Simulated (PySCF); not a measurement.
**Diatomic cations of F with the alkali metals**

CCSD(T) with double-zeta basis sets in PySCF, for the lowest determinant that a PBE0 search found; no spin–orbit coupling. De refers to high-spin ground-configuration atoms (the charge goes to the atom of lower measured ionisation energy or higher electron affinity, which is not always the lowest computed limit).

```
 M       basis  reference, frozen orbitals  charged atom  state (unpaired electrons)  Re (Å)  ωe (cm⁻¹)  De (eV)
Li     cc-pVDZ                      UHF, 1           Li+               doublet (π ↑)   2.113        286     0.42
Na    def2-SVP                      UHF, 2           Na+               doublet (π ↑)   2.470        150     0.24
 K  x2c-SVPall                      UHF, 6            K+               doublet (π ↑)   2.942        102     0.17
Rb    def2-SVP                      UHF, 1           Rb+               doublet (π ↑)   3.030        111     0.15
Cs    def2-SVP                      UHF, 1           Cs+               doublet (π ↑)   3.277       95.0     0.14
```

The shortest bond is that of LiF⁺ (2.113 Å), the longest that of CsF⁺ (3.277 Å).

The rows differ in basis set, which adds steps of its own.

Down a group the atoms grow and get heavier, so bonds lengthen and wavenumbers fall; the exceptions here are the higher wavenumber at Rb.

Correlated steps freeze the inner cores (1 to 6 orbitals); shallow outer-core shells are correlated. Weak bonds: CsF⁺, KF⁺, LiF⁺, NaF⁺, RbF⁺. Basis-set superposition, not corrected here, can be much of De in a small basis, most of all at correlated wavefunction levels. These are scalar-relativistic numbers at best; spin–orbit coupling would shift them, the dissociation energy most. For an ion De counts to the pair picked by the measured ionisation energies or electron affinities, which need not be the lowest pair at this level. States were picked by a PBE0 search and need not be the measured ground states.
